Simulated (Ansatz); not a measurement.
One change: `F[CH2][GeH3]` becomes `B[CH](F)[GeH3]`.

Ansatz, PBE0-D4/def2-TZVP geometries, multiplicity 1. 

Scalar relativity is left out up to krypton.

| property | `F[CH2][GeH3]` |
| --- | --- |
| HOMO–LUMO gap (PBE/def2-TZVPP) / eV | 7.02 |
| HOMO energy (PBE0/def2-TZVPP) / eV | -8.50 |
| HOMO energy (ωB97M-V/def2-TZVPP) / eV | -10.76 |
| HOMO energy (B3LYP/def2-TZVPP) / eV | -8.29 |
| HOMO–LUMO gap (ωB97M-V/def2-TZVPP) / eV | 13.14 |
| LUMO energy (B3LYP/def2-TZVPP) / eV | 0.48 |

(1) Give the same properties after the change, and the shifts. (Best estimate.)

Results:

(1) Ansatz gave: 
```tsv
property	`B[CH](F)[GeH3]`	shift
HOMO–LUMO gap (PBE/def2-TZVPP) / eV	4.72	-2.30
HOMO energy (PBE0/def2-TZVPP) / eV	-8.15	0.35
HOMO energy (ωB97M-V/def2-TZVPP) / eV	-10.35	0.41
HOMO energy (B3LYP/def2-TZVPP) / eV	-7.94	0.35
HOMO–LUMO gap (ωB97M-V/def2-TZVPP) / eV	11.03	-2.11
LUMO energy (B3LYP/def2-TZVPP) / eV	-1.41	-1.89
```

With PBE0 the HOMO rises by 0.35 eV and the LUMO falls by 1.97 eV, so the gap narrows by about 2.32 eV. PBE moves the HOMO by 0.20 eV and ωB97M-V by 0.41 eV.

B3LYP here is the variant with VWN-RPA as its local correlation; programs differ in this.
